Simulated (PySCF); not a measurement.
# How the method changes the shape and vibrations of Al2H4

These are calculations, not measurements. They come from PySCF 2.14.0, an open-source quantum chemistry program, on an isolated molecule that a program drew, which may never have been made. The molecule is Al2H4 (charge 0, singlet), drawn as the SMILES string `[AlH2][AlH2]`.

The geometry was optimised and harmonic frequencies were computed with HF and MP2, all in the cc-pV(D+d)Z basis, for the commonest isotopes, with a restricted reference for singlets and an unrestricted one otherwise, and a frozen core in MP2. Each result is a local minimum of its method.

Geometry at the HF minimum:
```xyz
6
Al2H4, angstrom
Al    0.0337   -0.9673   -0.7349
Al    1.8453    0.8036   -0.0473
H    -1.1233   -0.6287   -1.7708
H     0.0292   -2.4411   -0.1396
H     1.6383    1.7830    1.1873
H     3.2136    0.9595   -0.8410
```

Lengths of the bonds as drawn, in Å (atoms numbered as above):
| bond | HF | MP2 |
|---|---|---|
| Al1-Al2 | 2.625 | 2.613 |
| Al1-H3 | 1.589 | 1.588 |
| Al1-H4 | 1.589 | 1.588 |
| Al2-H5 | 1.589 | 1.588 |
| Al2-H6 | 1.589 | 1.588 |

Rotational constants, in GHz:
```
constant,HF,MP2
A,68.94,69.06
B,4.382,4.418
C,4.382,4.417
```

Harmonic frequencies in cm^-1, each column in rising order, so a row needn't be the same motion in every method:
```
rank    HF   MP2
   1   114   119
   2   336   324
   3   336   324
   4   351   351
   5   589   566
   6   589   567
   7   816   778
   8   877     ?
   9  1937  1921
  10  1946  1937
  11  1946  1937
  12  1962  1941
```

**Estimate the missing MP2 frequency from the HF column.**

A single factor s that minimises the squared misfit of MP2 against s times HF over the other rows is sum(HF x MP2) / sum(HF^2) = 0.9898, with an rms misfit of 13 cm^-1. For rank 8 it gives 0.9898 x 877 = 868 cm^-1. The calculation gives 839 cm^-1, 29 cm^-1 below the estimate. The drawn bonds are on average 0.1 % shorter in MP2 than in HF.
